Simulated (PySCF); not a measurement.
CH₃Cl₂Sn (SMILES [CH3][Sn+]([Cl])[Cl]), charge +1, singlet, at a GFN2-xTB geometry (such geometries of metal compounds can be far from the true shape) (all electrons, no relativity).

The PySCF input:
```python
from pyscf import gto, scf, dft

mol = gto.Mole()
mol.atom = '''
    Sn   -0.19562097   -0.15051911   -0.04064881
    C    -1.95684416   -1.50138440   -0.40790968
    H    -1.58957427   -2.32720101   -1.02106121
    H    -2.71327806   -0.90388889   -0.91930775
    H    -2.28908326   -1.84854075    0.57286282
    Cl   -0.09059780    2.05228167   -0.65606618
    Cl    1.74436539   -0.78087621    1.00003116
'''
mol.basis = 'sto-3g'
mol.charge = 1
mol.verbose = 4
mol.build()

mf = dft.RKS(mol)
mf.xc = 'revpbe'
mf.kernel()
mf.analyze()
```

Problem. What does this run give for the nuclear repulsion energy, HOMO-LUMO gap, HOMO energy, total energy, number of basis functions?

Solution. 
* **nuclear repulsion energy**: 581.5295 Eh
* **HOMO-LUMO gap**: 3.89 eV
* **HOMO energy**: -11.59 eV
* **total energy**: -6914.5114 Eh
* **number of basis functions**: 53
